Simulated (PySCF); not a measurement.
PySCF input (B3PW91/6-31G* (5d)):

```python
from pyscf import gto, dft

mol = gto.M(
    atom='''
    C     1.18542969   -0.38450131   -0.18488548
    C     0.01177011    0.02005974    0.00595913
    O    -1.17207120    0.27784900    0.14939956
    H     2.19337076   -0.03614256   -0.12163843
    ''',
    basis='6-31g*',
    charge=-1,
    spin=0,
    verbose=4,
)

mf = dft.RKS(mol, xc='b3pw91')
mf.grids.level = 3
mf.conv_tol = 1e-9
mf.max_cycle = 100
mf.max_memory = 1500
mf.kernel()
if not mf.converged:
    mf = mf.newton()
    mf.kernel(mf.make_rdm1())
mf.dip_moment()
```

From the output:

```
diis_space = 8
diis_damp = 0
SCF conv_tol = 1e-09
SCF conv_tol_grad = None
SCF max_cycles = 100
direct_scf = True
direct_scf_tol = 1e-13
XC library pyscf.dft.libxc version 7.1.2
    S. Lehtola, C. Steigemann, M. J. T. Oliveira, and M. A. L. Marques,  SoftwareX 7, 1–5 (2018)
XC functionals = b3pw91
    A. D. Becke,  J. Chem. Phys. 98, 5648 (1993)
radial grids:
    Treutler-Ahlrichs [JCP 102, 346 (1995); DOI:10.1063/1.469408] (M4) radial grids

becke partition: Becke, JCP 88, 2547 (1988); DOI:10.1063/1.454033
pruning grids: <function nwchem_prune>
grids dens level: 3
symmetrized grids: False
atomic radii adjust function: <function treutler_atomic_radii_adjust>
small_rho_cutoff = 0
Set gradient conv threshold to 3.16228e-05
Initial guess from minao.
tot grids = 52128
init E= -152.2111787876
  HOMO = -0.28205133430701  LUMO = -0.0294947223282711  gap/eV = 6.87242
cycle= 1 E= -151.787799925721  delta_E= 0.423  |g|= 0.763  |ddm|= 2.27
  HOMO = 0.166178553610981  LUMO = 0.350207840209867  gap/eV = 5.00769
cycle= 2 E= -151.586810310429  delta_E= 0.201  |g|= 1.27  |ddm|=  2.1
  HOMO = 0.083279118198555  LUMO = 0.328882257135076  gap/eV = 6.68320
cycle= 3 E= -151.879400231896  delta_E= -0.293  |g|= 0.364  |ddm|= 1.47
  HOMO = 0.0537984984634132  LUMO = 0.307375186541884  gap/eV = 6.90017
cycle= 4 E= -151.911448461155  delta_E= -0.032  |g|= 0.101  |ddm|= 0.381
  HOMO = 0.0483658983214696  LUMO = 0.302306870597905  gap/eV = 6.91009
cycle= 5 E= -151.913909520996  delta_E= -0.00246  |g|= 0.0295  |ddm|= 0.126
  HOMO = 0.0509099156366113  LUMO = 0.304508219623069  gap/eV = 6.90076
cycle= 6 E= -151.914147337115  delta_E= -0.000238  |g|= 0.00354  |ddm|= 0.0382
  HOMO = 0.0508130308320704  LUMO = 0.304627388178955  gap/eV = 6.90664
cycle= 7 E= -151.914151090151  delta_E= -3.75e-06  |g|= 0.000141  |ddm|= 0.00462
  HOMO = 0.0508036228546205  LUMO = 0.304616577350884  gap/eV = 6.90660
cycle= 8 E= -151.914151094445  delta_E= -4.29e-09  |g|= 4.87e-05  |ddm|= 0.000165
  HOMO = 0.0508043088269448  LUMO = 0.304616081731885  gap/eV = 6.90657
cycle= 9 E= -151.914151095  delta_E= -5.55e-10  |g|= 8.09e-06  |ddm|= 5.03e-05
  HOMO = 0.050804601343045  LUMO = 0.304616322256139  gap/eV = 6.90657
Extra cycle  E= -151.914151094951  delta_E= 4.87e-11  |g|= 1.74e-05  |ddm|= 2.29e-05
converged SCF energy = -151.914151094951

WARN: System has nonzero charge -1; the dipole moment is origin-dependent.
Location of origin: [0. 0. 0.]

Dipole moment(X, Y, Z, Debye): -0.09228,  1.04504,  0.34578
```

The dipole moment of an ion depends on the origin.

The geometry given is a B3LYP-D3(BJ)/def2-TZVP minimum.
